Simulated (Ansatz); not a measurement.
Si4Cl2⁺. The state is a doublet with charge 1. Geometry B3LYP-D4/def2-SVP, that of the neutral singlet; atoms count from 1.

Cartesian coordinates in Å:
```
Si -0.630 1.143 0.196
Si 0.632 -1.142 -0.193
Si -0.605 -0.550 1.861
Si 0.602 0.546 -1.862
Cl -2.387 -0.570 0.198
Cl 2.387 0.574 -0.200
```

The structure comes from a short search, and lower isomers may exist.

(1) Estimate the Mulliken populations from the PBE0/def2-TZVP orbitals of Ansatz.

(2) Where does the spin sit?

(3) And the Mayer bond orders between bonded heavy atoms (over 0.3)?

Answers

(1) 
```
atom  charge (e)  spin (α − β)
 Si1        0.24          0.10
 Si2        0.24          0.10
 Si3        0.36          0.41
 Si4        0.36          0.41
 Cl5       -0.10         -0.01
 Cl6       -0.10         -0.01
```
Mulliken values and Mayer orders depend strongly on the basis.

(2) Summed by element: Si 1.02, Cl -0.02, of 1 unpaired in all. Largest on single atoms: Si4 0.41, Si3 0.41, Si2 0.10.

(3) Si1–Si2 0.64 (2.64 Å); Si1–Si3 0.83 (2.37 Å); Si1–Si4 0.78 (2.47 Å); Si1–Cl5 0.60 (2.45 Å); Si2–Si3 0.79 (2.47 Å); Si2–Si4 0.83 (2.37 Å); Si2–Cl6 0.60 (2.45 Å); Si3–Cl5 0.69 (2.44 Å); Si4–Cl6 0.69 (2.44 Å). Values over 0.3 also appear between atoms too far apart for a bond (Si3–Si4 0.31 at 4.06 Å); they arise where an orbital or an unpaired electron spreads over both atoms.
